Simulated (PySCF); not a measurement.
Gas-phase reaction: 4 GeH₃ + O₂ ⇌ GeO₂ + 3 GeH₄

Method: PySCF energies plus ideal-gas RRHO corrections (1 bar). † marks an energy on the PBE0/def2-TZVP geometry and frequencies; other levels use their own. CCSD(T) freezes the core. 6-31G* has spherical d functions here. Open shells (unrestricted): GeH₃ (multiplicity 2), O₂ (multiplicity 3); the rest are closed-shell singlets. B3LYP is the form with VWN-RPA correlation. Ge: all electrons, no relativistic terms. GeH₃, GeO₂: computed as isolated molecules; such fragments, hydroxides, amides, oligomers or adducts are transient or little studied in the gas. CCSD(T) isn't extrapolated to the basis-set limit; its ΔH°(298 K) is -641.1 kJ in def2-SVP and -710.2 kJ in def2-TZVPP. The harmonic model lacks anharmonicity and excited electronic states, which grow with temperature; levels with a mode under 35 cm⁻¹ are left out. Warning, large T1 diagnostic: GeO₂ (CCSD(T)/def2-SVP†, CCSD(T)/def2-TZVPP†).

ΔH° and ΔS° at 298 K: B3LYP/6-31G* -611 kJ, -225 J/K; BLYP/def2-TZVP† -684 kJ, -227 J/K; CCSD(T)/def2-SVP† -641 kJ, -227 J/K; CCSD(T)/def2-TZVPP† -710 kJ, -227 J/K.

Question: With the heat capacities included, give log10 K (1 bar) at 500, 800, 1000, 1400, 2500 K from B3LYP/6-31G*, BLYP/def2-TZVP†, CCSD(T)/def2-SVP†, CCSD(T)/def2-TZVPP†.

Answer: 
```
T (K)  B3LYP/6-31G*  BLYP/def2-TZVP†  CCSD(T)/def2-SVP†  CCSD(T)/def2-TZVPP†
-----  ------------  ---------------  -----------------  -------------------
500            52.0             59.5               55.0                 62.3
800            28.1             32.7               29.9                 34.4
1000           20.1             23.8               21.6                 25.2
1400           11.1             13.7               12.1                 14.6
2500            1.3              2.7                1.8                  3.2
```
